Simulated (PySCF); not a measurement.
Computed IR spectrum (relative IR intensity) of a molecule C₄H₅FO. Geometry optimised at PBE-D3(BJ)/def2-SVP. One conformer was computed; it need not be the lowest. Level of theory: PySCF with PBE-D3(BJ)/def2-SVP. Harmonic, unscaled wavenumbers; measured fundamentals usually lie a few per cent lower.

| ν (cm⁻¹) | relative intensity |
|---|---|
| 252 | 4.7 |
| 358 | 2.7 |
| 451 | 8.3 |
| 567 | 20 |
| 673 | 15 |
| 783 | 27 |
| 804 | 8.1 |
| 838 | 34 |
| 987 | 57 |
| 1011 | 26 |
| 1052 | 7.1 |
| 1119 | 13 |
| 1140 | 7.8 |
| 1246 | 3.8 |
| 1257 | 100 |
| 1327 | 40 |
| 1347 | 25 |
| 1407 | 13 |
| 1412 | 7.3 |
| 1715 | 94 |
| 2979 | 14 |
| 3002 | 17 |
| 3071 | 7.9 |
| 3085 | 11 |
| 3185 | 3.1 |

**Question.** Identify the compound among the candidates.
A. C[C@@H]1OC=C1F
B. O=C1CC[C@@H]1F
C. CC1=C(F)OC1
D. C=C1OC[C@H]1F

**Answer.** A, C[C@@H]1OC=C1F
